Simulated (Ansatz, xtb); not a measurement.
# C4H4FNSi: 4 structures ranked

4 gas-phase structures of C4H4FNSi, from a drawn sample of its isomers (lower ones may exist). Each was relaxed with GFN2-xTB:

A. `N#CCC#C[SiH2]F`, a singlet
B. `N#C[SiH2][C@@H]1C=C1F`, a singlet
C. `N#C[C@]1(F)C=C[SiH2]1`, a singlet
D. `N#CC1=C[SiH2][C@@H]1F`, a singlet

Q: Which do you expect lowest at r2SCAN-D4/def2-SVP, and how would the others follow?

A: Calculated order at r2SCAN-D4/def2-SVP: A (0.000), D (1.286), C (1.469), B (2.517) eV.

Energies above the lowest of each column, in eV; the last columns are at B3LYP/def2-SVP geometries and were run for some of them only (a dash: not run or not comparable):

```tsv
structure	GFN2-xTB	HF/STO-3G	r2SCAN-D4/def2-SVP	B3LYP/def2-SVP	CCSD(T)/def2-SVP + ΔMP2/def2-TZVPP
A	0.000	0.000	0.000	0.000	0.000
D	1.830	0.187	1.286	1.469	1.783
C	1.970	0.438	1.469	1.648	1.899
B	3.411	1.382	2.517	–	–
```

Every level run on A puts it lowest or level with the lowest. Flexible structures stand in one conformer each, not always the lowest. Frequencies (GFN2-xTB) were run for A, C, D alone. The ΔMP2 step shifts differences by up to 0.186 eV, which makes them less sure. ΔMP2 is the change of the MP2 energy from the smaller to the larger basis.

Over these structures GFN2-xTB departs from r2SCAN-D4/def2-SVP by 0.242 eV on average once a common shift is removed. A GFN2-xTB relaxation took about 0.12 s and the r2SCAN-D4/def2-SVP energy about 2 s on a shared host (Ansatz 0.2.0, xtb 6.7.1).
